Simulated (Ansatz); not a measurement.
```yaml
crystal:
  periodic: [false, false, false]
  atoms:
    - {symbol: C, position_ang: [0.880675, 0.751894, 0.634346]}
    - {symbol: C, position_ang: [0.018208, -0.239264, 0.414108]}
    - {symbol: F, position_ang: [-0.225646, -1.119556, 1.400260]}
    - {symbol: B, position_ang: [-0.711457, -0.414961, -0.930847]}
    - {symbol: Cl, position_ang: [-1.827751, -1.719527, -1.179442]}
    - {symbol: H, position_ang: [1.391928, 0.871281, 1.582868]}
    - {symbol: H, position_ang: [1.077953, 1.460848, -0.158068]}
    - {symbol: H, position_ang: [-0.511711, 0.352186, -1.818824]}
basis:
  gaussian: {orbitals: def2-SVP, point_charges: [{charge: 2.00, position_ang: [4.295, -0.970, 0.359]}]}
hamiltonian: {xc: {name: PBE1PBE}}
output: {forces: true}
```

```sh
$ ansatz run in.yaml --threads 2 --pin off --events-out ev --progress --plain --max-ram 4352MiB
```

It prints (some lines left out):

```
Error: YAML parse error: error: line 14 column 19: hamiltonian.xc: no functional is named "PBE1PBE"; the names, which are not case-sensitive, are SVWN5, SPW92, PBE, PBE0, PBEsol, revPBE, revPBE0, RPBE, rPW86-PBE, HSE06, wPBEh, LC-wPBE, HISS, HF, BLYP, B3LYP, B3LYP5, BHLYP, CAM-B3LYP, r2SCAN, r2SCANh, r2SCAN0, r2SCAN50, m-r2SCAN, B97, wB97, wB97X, wB97X-V, B97M-V, wB97M-V, B2PLYP, B2GP-PLYP, PBE0-DH, PBE-QIDH
  --> <input>:14:19
   |
12 | basis:
13 |   gaussian: {orbitals: def2-SVP, point_charges: [{charge: 2.00, position_ang: [4.29…
14 | hamiltonian: {xc: {name: PBE1PBE}}
   |                   ^ hamiltonian.xc: no functional is named "PBE1PBE"; the names, which are not case-sensitive, are SVWN5, SPW92, PBE, PBE0, PBEsol, revPBE, revPBE0, RPBE, rPW86-PBE, HSE06, wPBEh, LC-wPBE, HISS, HF, BLYP, B3LYP, B3LYP5, BHLYP, CAM-B3LYP, r2SCAN, r2SCANh, r2SCAN0, r2SCAN50, m-r2SCAN, B97, wB97, wB97X, wB97X-V, B97M-V, wB97M-V, B2PLYP, B2GP-PLYP, PBE0-DH, PBE-QIDH
15 | output: {forces: true}
   |
```

(1) What is wrong with this run?

Results:

(1) The method's name isn't one that the program takes here. The program refused the input.

HSE06 is defined as in plane-wave codes.
